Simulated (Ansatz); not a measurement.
`CC(C)[O][Al]([F])[Cl]` and `CC(C)[O][InH][NH2]` differ in one atom or group.

Ansatz, PBE0-D4/def2-TZVP geometries, multiplicity 1. Each molecule was computed in one conformer, which needn't be the lowest.

Elements past krypton have def2 core potentials.

```json
{"property": "LUMO energy (PBE/def2-TZVPP) / eV", "`CC(C)[O][Al]([F])[Cl]`": "-1.63"}
{"property": "HOMO–LUMO gap (PBE0/def2-TZVPP) / eV", "`CC(C)[O][Al]([F])[Cl]`": "7.81"}
{"property": "HOMO–LUMO gap (PBE/def2-TZVPP) / eV", "`CC(C)[O][Al]([F])[Cl]`": "5.43"}
{"property": "HOMO energy (PBE/def2-TZVPP) / eV", "`CC(C)[O][Al]([F])[Cl]`": "-7.05"}
{"property": "LUMO energy (PBE0/def2-TZVPP) / eV", "`CC(C)[O][Al]([F])[Cl]`": "-0.76"}
{"property": "size of the dipole moment (PBE/def2-TZVPP) / D", "`CC(C)[O][Al]([F])[Cl]`": "2.17"}
```

(1) Give the same properties after the change, and the shifts. (An estimate is asked.)

Results:

(1) The calculation gave: 
```tsv
property	`CC(C)[O][InH][NH2]`	shift
LUMO energy (PBE/def2-TZVPP) / eV	-1.55	0.08
HOMO–LUMO gap (PBE0/def2-TZVPP) / eV	6.15	-1.66
HOMO–LUMO gap (PBE/def2-TZVPP) / eV	4.03	-1.40
HOMO energy (PBE/def2-TZVPP) / eV	-5.58	1.47
LUMO energy (PBE0/def2-TZVPP) / eV	-0.85	-0.09
size of the dipole moment (PBE/def2-TZVPP) / D	1.47	-0.70
```

With PBE0 the HOMO rises by 1.56 eV and the LUMO falls by 0.09 eV, so the gap narrows by about 1.65 eV. PBE moves the HOMO by 1.47 eV and ωB97M-V by 1.58 eV. Dipoles are sizes alone; their direction can turn.
